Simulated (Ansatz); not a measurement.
One change: `[NH2][GeH2][Si](N)(O)O` becomes `N[Si](O)(O)O`.

Ansatz, PBE0-D4/def2-TZVP geometries, multiplicity 1. Each molecule was computed in one conformer, which needn't be the lowest.

Scalar relativity is left out up to krypton.

```tsv
property	`[NH2][GeH2][Si](N)(O)O`
LUMO energy (PBE0/def2-TZVPP) / eV	0.19
HOMO energy (PBE/def2-TZVPP) / eV	-5.65
HOMO energy (ωB97M-V/def2-TZVPP) / eV	-9.33
size of the dipole moment (PBE/def2-TZVPP) / D	1.05
HOMO energy (B3LYP/def2-TZVPP) / eV	-6.84
HOMO energy (PBE0/def2-TZVPP) / eV	-7.07
```

(1) What does the change do to each property? (Best estimate.)

Results:

(1) Computed: 
```json
{"property": "LUMO energy (PBE0/def2-TZVPP) / eV", "`N[Si](O)(O)O`": "0.59", "shift": "0.40"}
{"property": "HOMO energy (PBE/def2-TZVPP) / eV", "`N[Si](O)(O)O`": "-6.06", "shift": "-0.41"}
{"property": "HOMO energy (ωB97M-V/def2-TZVPP) / eV", "`N[Si](O)(O)O`": "-10.02", "shift": "-0.69"}
{"property": "size of the dipole moment (PBE/def2-TZVPP) / D", "`N[Si](O)(O)O`": "1.04", "shift": "-0.01"}
{"property": "HOMO energy (B3LYP/def2-TZVPP) / eV", "`N[Si](O)(O)O`": "-7.33", "shift": "-0.49"}
{"property": "HOMO energy (PBE0/def2-TZVPP) / eV", "`N[Si](O)(O)O`": "-7.59", "shift": "-0.52"}
```

With PBE0 the HOMO falls by 0.52 eV and the LUMO rises by 0.40 eV, so the gap widens by about 0.92 eV. PBE moves the HOMO by -0.41 eV and ωB97M-V by -0.69 eV. Dipoles are sizes alone; their direction can turn.

B3LYP here is the variant with VWN-RPA as its local correlation; programs differ in this.
